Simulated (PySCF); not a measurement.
Atom-mapped SMILES (the numbers label the heavy atoms): `[F:1][C:2]([F:3])=[CH:4][O:5][CH2:6][C:7]([F:8])([F:9])[F:10]` (H(Xn): hydrogen on atom n).

Geometry: GFN2-xTB; GIAO shifts from PySCF 2.14.0 with density-fitted response routines, gas phase, non-relativistic, averaged over equivalent atoms.

At KT3/6-31G* (146 basis functions, of the order of 80 core-seconds):
```
    atoms  δ (ppm)
F8/F9/F10   -112.5
       F1   -129.5
       F3   -136.4
       C2    144.2
       C7    122.5
       C4     97.1
       C6     68.2
       O5     44.0
    H(C4)     5.42
    H(C6)     4.25
```

Scale: 19F (159.78 ppm) vs CFCl3; 13C (193.03 ppm) and 1H (32.56 ppm) against TMS; H2O for 17O (316.06 ppm) (reference shieldings calculated alike).

**Question.** Predict the values at PW91/pcSseg-1 on the same geometry.

**Answer.** 
```tsv
atoms	δ at PW91/pcSseg-1	change
F8/F9/F10	-106.7	+5.8
F1	-129.1	+0.4
F3	-136.7	-0.3
C2	168.1	+23.9
C7	137.4	+14.9
C4	113.4	+16.3
C6	74.5	+6.3
O5	77.1	+33.1
H(C4)	6.00	+0.58
H(C6)	4.42	+0.17
```

Referencing at the same level of theory: 19F (σref 137.44) vs CFCl3; TMS for 13C (σref 181.47), 1H (σref 31.65); H2O for 17O (σref 336.14).

The largest change is at O5 (ether oxygen). Cost: 185 basis functions, about 100 core-seconds. The order of the carbon signals is the same at both levels.

Unscaled 19F shifts against computed CFCl3 carry errors that often reach 10 to 50 ppm. Experimental scales use liquid or dissolved standards, which lie at an offset from isolated H2O (liquid H2O: subtract about 36 ppm).
